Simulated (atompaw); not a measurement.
N PAW (atompaw): all-electron and pseudo phase curves

- Element: N (Z = 7)
- Generator: atompaw 4.2.0.5
- Type: PAW
- Functional: LDA (PW92)
- Relativity: scalar-relativistic
- Frozen core: [He]
- Valence charge: 5
- Reference configuration: 2s2 2p3
- Partial waves: 2s (bound); 2s channel at 0.15 Ry; 2p (bound); 2p channel at 0.5 Ry
- Local potential: troulliermartins scheme with l = 2 at 0 Ry, radius 1.30 bohr
- Core correction: smooth core density matched at 1.70 bohr
- Augmentation charge: sinc compensation charge, radius 1.70 bohr; PAW radius 1.95 bohr; waves and projectors: bloechl

The phase is arctan(r·u′/u) with u = r·R(r), unwrapped; energies in Ry, scanned from -3 to 5 Ry. A pole is an energy at which the radial function vanishes at the test radius. The pseudo phase is shifted by a multiple of π to meet the all-electron one at the reference energy, and phase errors are pseudo minus all-electron; the curves can meet again beyond the range given. Levels narrower than the energy grid can be missing from the lists of poles.

| channel | radius (bohr) | reference energy (Ry) | poles, all-electron | poles, pseudo | unbroken range about the reference energy with phases within 0.05 rad | phase error 1 Ry above the reference energy (rad) |
| --- | --- | --- | --- | --- | --- | --- |
| s | 1.95 | -1.35 | -0.53 | -0.53 | below 3.5 | -0.000 |
| p | 1.95 | -0.53 | 0.28 | 0.28 | the whole range | +0.000 |

Phases in the p channel:

```csv
E (Ry),all-electron,pseudo
-3.00,1.240,1.240
-2.52,1.196,1.196
-2.04,1.126,1.126
-1.56,0.990,0.990
-1.08,0.612,0.612
-0.60,-0.651,-0.651
-0.12,-1.378,-1.378
0.36,-1.596,-1.596
0.84,-1.710,-1.710
1.32,-1.799,-1.799
1.80,-1.890,-1.889
2.28,-2.006,-2.005
2.76,-2.186,-2.183
3.24,-2.521,-2.509
3.72,-3.140,-3.110
4.20,-3.797,-3.767
4.68,-4.166,-4.144
```
